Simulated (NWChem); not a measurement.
Molecule: C2H6BBr; SMILES CB(C)Br

```xyz
10

B     -0.0008     0.8945     0.0030
Br     0.0004    -1.0414     0.0083
C     -1.3773     1.6306    -0.0600
H     -1.3055     2.6043    -0.5699
H     -1.6601     1.8545     0.9871
H     -2.1947     1.0380    -0.4926
C      1.3781     1.6274     0.0625
H      1.3011     2.6377     0.4936
H      1.7086     1.7607    -0.9859
H      2.1697     1.0599     0.5711
```
Atoms are numbered in this order, from 1.

Level: PBE0/def2-SVP (NWChem), optimised geometry, unscaled harmonic frequencies. This build's default masses of Se (78.918 u) and Br (79.917 u) are each other's, which moves their modes by up to 0.6 %.

Q: List the harmonic frequencies with IR intensities, and the thermochemistry.

A: 
```csv
frequency (cm⁻¹),IR intensity (km/mol)
66,0.4
112,0.6
271,0.9
273,0.2
349,0.4
507,21.7
672,7.7
826,2.0
831,12.3
880,28.6
1068,212.4
1154,30.1
1306,47.1
1336,147.9
1411,1.3
1411,0.3
1435,0.7
1439,15.2
3038,0.9
3040,0.2
3124,6.6
3126,6.6
3177,3.9
3180,4.3
```

* **zero-point energy**: 48.6 kcal/mol
* **thermal correction to the enthalpy at 298.15 K (with zero-point energy)**: 53.1 kcal/mol
* **heat capacity Cv**: 20.0 cal/(mol K)
* **entropy at 298.15 K and 1 atm (symmetry number 1)**: 80.2 cal/(mol K)
* **dipole moment**: 1.75 D

Rigid rotor and harmonic oscillator; modes under 100 cm⁻¹ make the entropy uncertain.
